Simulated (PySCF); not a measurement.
Species: C6H8F3P.
Bonds: C1–C2, C2–C3 (double), C3–P4, P4–C5, C5–C6, C6–C7, C7–F8, C7–F9, C7–F10, C2–P4. Hydrogens: H11, H12, H13 on C1; H14 on C3; H15, H16 on C5; H17, H18 on C6.

Torsions of this conformer, `[CH3:1][C:2]1=[CH:3][P:4]1[CH2:5][CH2:6][C:7]([F:8])([F:9])[F:10]`: C3–P4–C5–C6 66°, P4–C5–C6–C7 179°, C5–C6–C7–F8 59°.

The closed-shell ground state was solved at several levels (PySCF, density fitting, gas phase, non-relativistic). Isolated species at its PBE0-D3(BJ)/def2-SVP geometry (one conformer only).

```tsv
level	basis functions	total energy (Eh)	HOMO (eV)	LUMO (eV)	gap (eV)	dipole (D)
CAM-B3LYP/def2-SVPD	277	-873.6226	-7.96	0.84	8.80	3.05
PBE0/pcSseg-1	217	-873.5373	-6.68	-0.23	6.45	2.91
```

Task: Estimate the row for KT3/pcSseg-1, a basis of 217 functions; the other rows only guide the guess.

Result: Total energy -884.1187 Eh, HOMO -5.62 eV, LUMO -1.17 eV, gap 4.45 eV, dipole 2.81 D.

Task: Over all these levels, which gives the widest orbital gap and which the narrowest?

Result: CAM-B3LYP/def2-SVPD (range-separated hybrid) has the widest, 8.80 eV, and KT3/pcSseg-1 (GGA) the narrowest, 4.45 eV. Functional and basis both differ between the two, so the spread mixes both effects.

Task: How far do the dipole and the HOMO energy spread over the levels?

Result: The dipole runs from 2.81 to 3.05 D (mean 2.92 D) and the HOMO from -7.96 to -5.62 eV.
